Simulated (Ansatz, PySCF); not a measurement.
C3H10OSi2, SMILES [SiH2](C)[SiH2]C(=O)C.

Geometry optimised at ωB97X-D3(BJ)/def2-SVP. The structure was generated by enumeration, and PubChem lists no compound with its InChIKey, so it may never have been made. Other conformers were not sampled.

Vertical ionisation energy (IE) and electron affinity (EA) in eV. Rows of orbital energies are one-electron estimates. Where ΔSCF, EOM or ADC give a negative EA the extra electron is unbound and the value depends on the basis.

```csv
level,IE,EA
"−ε(HOMO), −ε(LUMO), B3LYP/def2-TZVP (PySCF)",6.64,1.41
"−ε(HOMO), −ε(LUMO), PBE/def2-TZVP (PySCF)",5.43,2.30
"ΔSCF, PBE0/def2-SVPD (Ansatz), final states of multiplicity 2 and 2",8.86,-0.55
"ΔSCF, PBE/def2-SVPD (Ansatz), final states of multiplicity 2 and 2",8.58,-0.44
```

### Question
What vertical singlet–triplet gap does ΔSCF give with PBE0/def2-SVPD (Ansatz, an electronic-structure program) and with PBE/def2-SVPD (Ansatz)? (An estimate is asked for; the answer gives what the named calculation found.)

### Answer
2.81 and 2.82 eV (triplet above singlet where positive).
